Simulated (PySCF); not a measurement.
## P⁺ (phosphorus, charge +1): r2SCAN calculation

Configuration: [Ne] 3s2 3p2, high-spin 3P determinant. Computed with PySCF 2.14 in cc-pVDZ-DK, with scalar relativity by spin-free X2C-1e.

```json
{"Total energy": "-341.6639 hartree", "One-electron energy": "-466.8370 hartree", "Hartree (Coulomb) energy": "148.1093 hartree", "Exchange-correlation energy": "-22.9362 hartree", "⟨S²⟩": "2.0063", "⟨L²⟩": "2.021", "Sum of ⟨r⟩": "12.08 bohr", "Sum of ⟨r²⟩": "20.89 bohr²", "Traceless quadrupole moment −½Σ⟨3z² − r²⟩ along its main axis": "2.02 e·bohr²", "Langevin diamagnetic susceptibility": "-16.5 ×10⁻⁶ cm³/mol", "Time after the integrals": "0.2 s of wall time on 1 thread of Neoverse-V1 (shared host)"}
```

| shell | electrons | mean orbital energy (hartree) | spread (hartree) | rms radius, mean of both spins (bohr) |
| --- | --- | --- | --- | --- |
| 1s α | 1 | -77.43363 | 0 | 0.120 |
| 1s β | 1 | -77.42254 | 0 | 0.120 |
| 2s α | 1 | -6.94859 | 0 | 0.564 |
| 2s β | 1 | -6.94059 | 0 | 0.564 |
| 2p α | 3 | -5.06161 | 0.00827 | 0.542 |
| 2p β | 3 | -5.04706 | 0.02037 | 0.542 |
| 3s α | 1 | -0.90821 | 0 | 1.98 |
| 3s β | 1 | -0.81322 | 0 | 1.98 |
| 3p α | 2 | -0.56727 | 0 | 2.31 |

Densities and radii are taken from the X2C orbitals without a picture-change correction, which distorts them close to the nucleus.
